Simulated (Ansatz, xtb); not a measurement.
# A geometry optimisation of CH5Cl2GaO with r2SCAN-D4/def2-SVP

The starting geometry of this gas-phase singlet was built from a drawn formula by distance geometry; its bonds are those of `[CH3][Ga-]([OH2+])([Cl])[Cl]`.

```xyz
10

C    -1.3856   -0.4953    0.3143
Cl    0.6798   -0.9266   -2.4149
Cl    0.1473    2.3145   -0.9744
Ga    0.2695    0.1607   -0.5338
O     1.6288   -0.1536    0.6016
H    -1.5997    0.1172    1.2492
H    -1.3449   -1.5356    0.5161
H    -2.2375   -0.2372   -0.3993
H     2.4495    0.2821    0.2223
H     1.4759    0.4225    1.4219
```

Question: Predict what it relaxes into with r2SCAN-D4/def2-SVP.

Answer: It keeps its links, with one markedly longer than at the start, and is `[CH3][Ga-]([OH2+])([Cl])[Cl]`. Distances that change by over a tenth: Ga4–O5 (1.80 → 2.11 Å).

The energy falls by 1.08 eV over 10 steps:

| step | E − E(last) (eV) |
| --- | --- |
| 1 | 1.080 |
| 2 | 0.386 |
| 3 | 0.145 |
| 4 | 0.084 |
| 5 | 0.080 |
| 6 | 0.012 |
| 7 | 0.009 |
| 8 | 0.002 |
| 9 | 0.001 |
| 10 | 0.000 |

Final geometry (Å):

```json
{"atom": "C", "x (Å)": "-1.5663", "y (Å)": "-0.5266", "z (Å)": "0.2912"}
{"atom": "Cl", "x (Å)": "1.0633", "y (Å)": "-0.7795", "z (Å)": "-2.1677"}
{"atom": "Cl", "x (Å)": "0.2809", "y (Å)": "2.4264", "z (Å)": "-0.6534"}
{"atom": "Ga", "x (Å)": "-0.0044", "y (Å)": "0.2545", "z (Å)": "-0.5556"}
{"atom": "O", "x (Å)": "1.6527", "y (Å)": "0.0461", "z (Å)": "0.7407"}
{"atom": "H", "x (Å)": "-1.7844", "y (Å)": "-0.0105", "z (Å)": "1.2376"}
{"atom": "H", "x (Å)": "-1.3980", "y (Å)": "-1.5956", "z (Å)": "0.4881"}
{"atom": "H", "x (Å)": "-2.4383", "y (Å)": "-0.4257", "z (Å)": "-0.3719"}
{"atom": "H", "x (Å)": "2.3055", "y (Å)": "-0.4040", "z (Å)": "0.1736"}
{"atom": "H", "x (Å)": "1.9722", "y (Å)": "0.9636", "z (Å)": "0.8205"}
```

From the same start GFN2-xTB reaches the same bonding as this run.

The end wasn't checked by frequencies. Run with Ansatz 0.2.0, 35 s on 2 threads of Arm Neoverse V1 (shared host).
